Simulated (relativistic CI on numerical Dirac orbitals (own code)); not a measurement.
One change at a time: Os XLI

Base calculation: Dirac-Coulomb-Breit CI, orbitals from a KLI potential per configuration, model QED (radiative potential, 1s self-energy scaled to tabulated hydrogen-like ionisation energies), unscaled Slater integrals.

Configurations in the expansion (outside the closed core [Ar] 3d10): 4s2 4p6, 4s2 4p5 4d, 4s 4p6 4d, 4s2 4p5 4f, 4s 4p6 4f, 4p6 4d 4f, 4s2 4p5 5s, 4s2 4p5 5p, 4s 4p6 5s, 4s2 4p5 5d, 4s 4p6 5p, 4s2 4p5 5f, 4s2 4p5 5g, 4s 4p6 5d, 4p6 4f 5s, 4s2 4p5 6s, 4s 4p6 5f, 4s2 4p5 6p, 4s 4p6 5g, 4s2 4p5 6d, 4s2 4p5 6f, 4p6 4d2, 4p5 4d3, 4p5 4d2 4f, 4p5 4d2 5s, 4p5 4d2 5p, 4p6 4f2, 4p5 4d 4f2, 4p5 4f3, 4p5 4f2 5s, 4p5 4f2 5p, 4p6 4d 5s, 4p5 4d 4f 5s, 4p5 4d 5s2, 4p5 4d 5s 5p. Double excitations out of closed p, d and f shells are left out; levels of such configurations are missing from the list, as are those of other unlisted configurations, and high levels can miss mixing partners. These lack a partner that the ground configuration has and come out too high: 4s2 4p5 5d, 4s2 4p5 5f, 4s2 4p5 5g, 4s2 4p5 6s, 4s2 4p5 6p.

The lowest level and the first level of each name with at least 55 % of one term (blank where a level has no safe partner in the second run):

| Level | Base (eV) | Shift (eV) |
| --- | --- | --- |
| 4s2 4p6 1S_0 | 0.000 | 0.000 |
| 4s2 4p5 4d 3P°_0 | 155.633 | -0.107 |
| 4s2 4p5 4d 3P°_1 | 160.588 | -0.104 |
| 4s2 4p5 4d 3F°_3 | 163.568 | +0.175 |
| 4s2 4p5 4d 3F°_4 | 181.994 | +0.330 |
| 4s2 4p5 4d 3D°_3 | 190.548 | -0.072 |
| 4s2 4p5 4d 3F°_2 | 267.673 | +0.306 |
| 4s2 4p5 4f 3D_1 | 366.936 | +11.739 |
| 4s2 4p5 4f 3G_4 | 383.908 | +0.010 |
| 4s2 4p5 4f 3G_5 | 387.084 | +0.040 |
| 4s2 4p5 4f 3F_4 | 394.426 | -0.060 |
| 4s 4p6 4d 3D_1 | 399.062 | -11.718 |
| 4s 4p6 4d 3D_3 | 413.269 | -3.429 |
| 4s 4p6 4d 1D_2 | 419.701 | -1.098 |
| 4s2 4p5 4f 3G_3 | 489.697 | -0.005 |
| 4s 4p6 4f 3F°_2 | 609.101 | -0.075 |
| 4s 4p6 4f 3F°_3 | 610.430 | +0.004 |
| 4s 4p6 4f 3F°_4 | 614.655 | +0.004 |
| 4s 4p6 4f 1F°_3 | 619.244 | +0.262 |
| 4s2 4p5 5s 3P°_2 | 728.228 | +0.223 |
| 4s2 4p5 5s 1P°_1 | 730.299 | +0.138 |
| 4p6 4d2 3F_2 | 780.044 | +3.093 |

At this charge energies of transitions that change n are usually good to better than 1 %, and those within a shell (Δn = 0) to a few per cent.

**Question.** One thing was changed in a second run, which moved the levels as shown. Which?
A. Breit term removed
B. non-relativistic limit
C. configuration mixing switched off
D. QED terms removed

**Answer.** C. Configuration mixing switched off. Without mixing, levels that were pushed by configurations of the same parity and J return to their single-configuration places.

LS names give the leading component of a level, which can be under half, so a name can repeat, a term be missing and a line seem to break the LS rules.
